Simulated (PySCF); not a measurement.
A run for PySCF: R-B3LYP/6-311+G** on Si2H6 (SMILES [SiH3][SiH3]), a point of a torsion scan.

```python
from pyscf import gto, scf, dft, mp
from pyscf.data.elements import chemcore

mol = gto.M(
    atom='''
    Si   -1.14935120    0.09112465   -0.00971712
    Si    1.15046574   -0.07667374   -0.02357056
    H    -1.77844594   -0.72172992   -1.05493262
    H    -1.61425188    1.46464126   -0.22523614
    H    -1.73824566   -0.34595872    1.25954004
    H     1.66380906   -0.67126759   -1.26131998
    H     1.65981426   -0.90808438    1.07112202
    H     1.81029329    1.22546077    0.11032170
    ''',
    basis='6-311+g**',
    charge=0, spin=0, verbose=3, max_memory=1800)
mf = dft.RKS(mol, xc='b3lyp')
mf.conv_tol = 1e-8
mf.max_cycle = 100
mf.kernel()
if not mf.converged:
    mf = mf.newton().run(mf.mo_coeff, mf.mo_occ)
```

The log:

```
converged SCF energy = -582.634808710676
```

The calculation finished and met its thresholds.

Cost: about 4 core-seconds (a rough figure).
